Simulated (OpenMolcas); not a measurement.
Computed levels of W III

| Item | Value |
| --- | --- |
| Program | OpenMolcas |
| Method | MS-CASPT2, IPEA 0.25 Eh, imaginary shift 0.1 Eh (closed shells correlated: 5s 5p) |
| Basis | ANO-RCC-VQZP [9s8p6d4f3g2h] |
| Scalar Hamiltonian | DKH2, point nucleus |
| Active space | 4 electrons in 5 orbitals (5d) |
| State averaging | 2S+1 = 5 even, 5 roots; 2S+1 = 3 even, 45 roots; 2S+1 = 1 even, 50 roots |
| Spin-orbit coupling | RASSI with atomic mean-field integrals over the reference wave functions, term energies averaged over their components |

With spin-orbit coupling, above the lowest level:

| Configuration | Term | J | E (cm-1) | Measured (cm-1) | g | Term weight % | Second |
| --- | --- | --- | --- | --- | --- | --- | --- |
| 5d4 | 5D | 0 | 0.0 | 0.0 |  | 69 | 29 3P(1) |
| 5d4 | 5D | 1 | 2390 | 2256 | 1.500 | 86 | 14 3P(1) |
| 5d4 | 5D | 2 | 4710 | 4461 | 1.485 | 94 | 3 3P(1) |
| 5d4 | 5D | 3 | 6620 | 6278 | 1.471 | 92 | 5 3F(1) |
| 5d4 | 5D | 4 | 8100 | 7687 | 1.443 | 80 | 16 3F(1) |
| 5d4 | 3P(1) | 0 | 11910 | 9904 |  | 59 | 31 5D |
| 5d4 | 3H | 4 | 14620 | 13701 | 0.943 | 59 | 15 3G |
| 5d4 | 3P(1) | 1 | 15800 | 12881 | 1.443 | 82 | 12 5D |
| 5d4 | 3F(1) | 2 | 17000 |  | 0.783 | 72 | 19 1D(1) |
| 5d4 | 3G | 3 | 17150 |  | 0.917 | 55 | 35 3F(1) |
| 5d4 | 3H | 5 | 17780 |  | 1.068 | 80 | 20 3G |
| 5d4 | 3H | 6 | 19310 |  | 1.135 | 81 | 19 1I |
| 5d4 | 3P(1) | 2 | 20240 |  | 1.407 | 72 | 21 3D |
| 5d4 | 3F(1) | 4 | 20530 |  | 1.084 | 37 | 30 3H |
| 5d4 | 3G | 4 | 22180 |  | 1.089 | 46 | 29 1G(1) |
| 5d4 | 3F(1) | 3 | 22640 |  | 1.009 | 57 | 26 3G |
| 5d4 | 3D | 3 | 24460 |  | 1.226 | 71 | 13 3G |
| 5d4 | 1D(1) | 2 | 24580 |  | 1.047 | 34 | 30 3D |
| 5d4 | 3G | 5 | 25260 |  | 1.166 | 80 | 20 3H |
| 5d4 | 1I | 6 | 27100 |  | 1.032 | 81 | 19 3H |
| 5d4 | 3D | 1 | 27110 |  | 0.569 | 93 | 5 3P(1) |
| 5d4 | 3D | 2 | 30300 |  | 1.113 | 35 | 33 1D(1) |
| 5d4 | 1G(1) | 4 | 30630 |  | 1.054 | 56 | 17 3F(1) |
| 5d4 | 1S(1) | 0 | 30900 |  |  | 81 | 11 3P(1) |
| 5d4 | 1F | 3 | 32610 |  | 1.050 | 72 | 17 3D |
| 5d4 | 3P(2) | 2 | 36380 |  | 1.433 | 87 | 6 1D(1) |
| 5d4 | 3F(2) | 4 | 38360 |  | 1.195 | 73 | 17 1G(2) |
| 5d4 | 3F(2) | 2 | 39740 |  | 0.734 | 83 | 7 1D(1) |
| 5d4 | 3F(2) | 3 | 40370 |  | 1.078 | 86 | 11 1F |
| 5d4 | 3P(2) | 1 | 40520 |  | 1.490 | 98 |  |
| 5d4 | 3P(2) | 0 | 42820 |  |  | 89 | 7 1S(1) |
| 5d4 | 1G(2) | 4 | 43450 |  | 1.044 | 80 | 17 3F(2) |
| 5d4 | 1D(2) | 2 | 54870 |  | 1.001 | 96 |  |
| 5d4 | 1S(2) | 0 | 68820 |  |  | 96 | 4 3P(2) |

Against the 7 measured excited levels shown (NIST levels as listed in McCann et al., Mon. Not. R. Astron. Soc. 538, 537 (2025)) the mean absolute deviation is 1000 cm-1; the largest miss in energy is 5d4 3P1(1): computed 15800, measured 12881 cm-1 (+22.6 %).

Spin-orbit coupling puts the lowest level 7779 cm-1 below the lowest spin-free term.

CASPT2 does not keep the components of a term degenerate, so their means are used; among the terms shown or strongly mixed into the levels shown the widest spread is 1200 cm-1 (5d4 1I). Over all roots computed the reference weight is 0.90 to 0.95; the roots of lowest weight are the least certain, and an intruder state may touch them. Configurations with an s electron lie low in 5d ions of this charge, fall among these levels and mix in, so low-spin terms can stand far too high, up to twice their true height, and weights are not those of the real levels. The CASPT2 spread within a term exceeds the gap to the next term for 5d4 1I and 5d4 3D, 5d4 3D and 5d4 1G(1), 5d4 1G(1) and 5d4 1D(1), so the order of their levels is uncertain. Some terms miss by over 15 % even with CASPT2, which points to a basis or an active space too small for the shells correlated. Computed and measured levels are paired by configuration, term and J; levels that our copy of the source lacks, or whose pairing is in doubt (as where it misses far off the trend of its configuration), stay unpaired and out of the deviations. Levels of configurations outside the active space are missing.

The term weight is that of the spin-free term in the level, not the purity of its configuration. A number in round brackets counts repeated terms of one configuration in the order of the reference energies.
